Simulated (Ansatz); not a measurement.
Geometry optimisation, Ansatz 0.2.0, DFT LDA, scalar-relativistic, plane waves, PAW.

The input (input.yaml):

```yaml
crystal:
  lattice:
    - [0.0, 5.43, 5.43]
    - [5.43, 0.0, 5.43]
    - [5.43, 5.43, 0.0]
  atoms:
    - { symbol: Si, position: [0.0, 0.0, 0.0] }
    - { symbol: Si, position: [0.125, 0.125, 0.125] }
    - { symbol: Si, position: [0.0, 0.0, 0.5] }
    - { symbol: Si, position: [0.125, 0.125, 0.625] }
    - { symbol: Si, position: [0.0, 0.5, 0.0] }
    - { symbol: Si, position: [0.125, 0.625, 0.125] }
    - { symbol: Si, position: [0.0, 0.5, 0.5] }
    - { symbol: Si, position: [0.125, 0.625, 0.625] }
    - { symbol: Si, position: [0.5, 0.0, 0.0] }
    - { symbol: Si, position: [0.625, 0.125, 0.125] }
    - { symbol: Si, position: [0.5, 0.0, 0.5] }
    - { symbol: Si, position: [0.625, 0.125, 0.625] }
    - { symbol: Si, position: [0.5, 0.5, 0.0] }
    - { symbol: Si, position: [0.625, 0.625, 0.125] }
    - { symbol: Si, position: [0.5, 0.5, 0.5] }
    - { symbol: Si, position: [0.625, 0.625, 0.625] }
    - { symbol: Ge, position: [0.37659465, 0.86920225, 0.88262052] }
basis:
  ecutwfc: 420.0
kpoints:
  mp_grid: { grid: [2, 2, 2] }
hamiltonian:
  xc: lda
  pseudopotentials: { kind: paw, azcp: { folder: soft_1 } }
scf:
  occupations: { method: fermi_dirac, width: 0.05 }
  lower_state_search: "off"
relax:
  f_tol: 0.03
  max_steps: 60
  adjacent_minimum: "off"
```

Run as:

```bash
$ ansatz run input.yaml --threads 1 --pin off --max-ram 3072MiB --backend cpu --events-out ev --progress --plain --runs-dir out
```

Where does it end, and by what steps?

It converged. Limits of this set-up: PAW files made for another functional. After 3 steps the energy has fallen by 0.296 eV; Si13 moved furthest, 0.07 Å.

| step | energy less start (eV) | largest force component (eV/Å) | accepted |
| --- | --- | --- | --- |
| 0 | 0.0000 | 0.979 | yes |
| 1 | -0.2590 | 0.347 | yes |
| 2 | -0.2948 | 0.060 | yes |
| 3 | -0.2956 | 0.018 | yes |

```xyz
17
Lattice="0.0000 5.4300 5.4300 5.4300 0.0000 5.4300 5.4300 5.4300 0.0000" Properties=species:S:1:pos:R:3
Si 0.038 -0.036 -0.038
Si 1.406 1.360 1.357
Si 2.709 2.724 -0.008
Si 4.073 4.028 1.356
Si 2.708 -0.006 2.722
Si 4.073 1.360 4.024
Si 5.437 2.724 2.721
Si 6.788 4.074 4.072
Si 0.040 2.755 2.754
Si 1.359 4.079 4.069
Si 2.680 5.396 2.750
Si 4.073 6.790 4.119
Si 2.675 2.756 5.389
Si 4.073 4.123 6.787
Si 5.438 5.425 5.422
Si 6.740 6.790 6.786
Ge 9.504 6.797 6.784
```

Time of the run: 26 s on 1 thread of Arm Neoverse V1, with other jobs on the host, peak memory 0.5 GiB.
